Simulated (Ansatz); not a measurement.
Program: Ansatz. Geometries: PBE0-D4/def2-TZVP. ΔE: electronic, gas phase. CBS: MP2 limit from def2 TZ/QZ plus the TZ coupled-cluster correction, frozen cores. This one scheme is used for every species. Each species was taken in one conformer, which may not be the lowest.

`CCCO` + `O[SiH3]` → `CCCO[SiH3]` + H₂O  (substitution at a C–O bond)

```csv
species,CCSD(T)/def2-TZVPP energy (Eh)
`CCCO`,-194.04033
`O[SiH3]`,-366.62321
`CCCO[SiH3]`,-484.32838
H₂O,-76.33701
```

Task: Work out ΔE.

Result: ΔE = (-484.32838) + (-76.33701) − (-194.04033) − (-366.62321) = -0.00185 Eh = -0.05 eV. CCSD(T)/CBS gives -0.07 eV.

Largest T1 diagnostic among the species: 0.011.

In def2-TZVPP, CCSD(T) changes the Hartree–Fock value by −0.05 eV (the triples alone add −0.01 eV) and MP2 by −0.06 eV. The D4 term adds −0.07 eV with B3LYP and −0.04 eV with PBE0; it sums over pairs of atoms, weighted by their polarisabilities, and B3LYP, whose exchange is more repulsive, gets the larger term.

B3LYP here is the variant with VWN-RPA as its local correlation; programs differ in this.
